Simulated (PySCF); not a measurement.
CH3GeNO.

```xyz
7

Ge     0.0208     1.1192     0.0000
N     -0.1912    -0.6937     0.0000
C     -0.0349    -1.8816     0.0000
O      0.0843    -3.0503     0.0000
H      1.5289     1.4242     0.0000
H     -0.6600     1.6554    -1.2689
H     -0.6600     1.6554     1.2689
```
Charge 0, spin multiplicity 1.

Coordinates come from a B3LYP-D3(BJ)/def2-SVP optimisation.

All values below come from HF/pcSseg-1 run with PySCF. Non-relativistic, no solvent.

Task: Give the absolute GIAO shielding of each atom: isotropic value and principal components (ppm). (The exact figures need the calculation; the answer reports its results.)

Result: 
```
atom  σ(iso)     σ11     σ22     σ33   span
----  ------  ------  ------  ------  -----
Ge1   1651.9  1602.9  1613.7  1739.2  136.3
N2     249.8   199.6   203.4   346.5  147.0
C3      51.6   -63.1   -61.6   279.5  342.6
O4     214.6   120.4   129.2   394.2  273.8
H5      26.9    20.4    22.7    37.5   17.1
H6      27.0    20.5    22.7    37.8   17.3
H7      27.0    20.5    22.7    37.8   17.3
```
